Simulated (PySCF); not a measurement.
**Radial density of P⁺ (phosphorus, charge +1)**

UHF, [Ne] 3s2 3p2, high-spin 3P determinant. Computed with PySCF 2.14 in 6-31G* (4s3p1d, 18 functions), with the non-relativistic Hamiltonian (point nucleus).

```json
{"r (bohr)": "0.00193", "4πr²ρ (e/bohr)": "0.09510", "4πr²(ρα − ρβ)": "0.0000"}
{"r (bohr)": "0.00325", "4πr²ρ (e/bohr)": "0.2626", "4πr²(ρα − ρβ)": "0.0000"}
{"r (bohr)": "0.00547", "4πr²ρ (e/bohr)": "0.7000", "4πr²(ρα − ρβ)": "0.0000"}
{"r (bohr)": "0.00920", "4πr²ρ (e/bohr)": "1.761", "4πr²(ρα − ρβ)": "0.0001"}
{"r (bohr)": "0.0155", "4πr²ρ (e/bohr)": "4.143", "4πr²(ρα − ρβ)": "0.0003"}
{"r (bohr)": "0.0260", "4πr²ρ (e/bohr)": "8.542", "4πr²(ρα − ρβ)": "0.0010"}
{"r (bohr)": "0.0438", "4πr²ρ (e/bohr)": "14.33", "4πr²(ρα − ρβ)": "0.0038"}
{"r (bohr)": "0.0736", "4πr²ρ (e/bohr)": "17.05", "4πr²(ρα − ρβ)": "0.0167"}
{"r (bohr)": "0.124", "4πr²ρ (e/bohr)": "13.07", "4πr²(ρα − ρβ)": "0.0638"}
{"r (bohr)": "0.208", "4πr²ρ (e/bohr)": "11.25", "4πr²(ρα − ρβ)": "0.1595"}
{"r (bohr)": "0.350", "4πr²ρ (e/bohr)": "15.94", "4πr²(ρα − ρβ)": "0.1767"}
{"r (bohr)": "0.589", "4πr²ρ (e/bohr)": "10.27", "4πr²(ρα − ρβ)": "0.0084"}
{"r (bohr)": "0.991", "4πr²ρ (e/bohr)": "2.501", "4πr²(ρα − ρβ)": "0.3395"}
{"r (bohr)": "1.67", "4πr²ρ (e/bohr)": "2.387", "4πr²(ρα − ρβ)": "1.0803"}
{"r (bohr)": "2.80", "4πr²ρ (e/bohr)": "0.8729", "4πr²(ρα − ρβ)": "0.5162"}
{"r (bohr)": "4.72", "4πr²ρ (e/bohr)": "0.04544", "4πr²(ρα − ρβ)": "0.0344"}
{"r (bohr)": "7.93", "4πr²ρ (e/bohr)": "7.181e-05", "4πr²(ρα − ρβ)": "0.0001"}
```
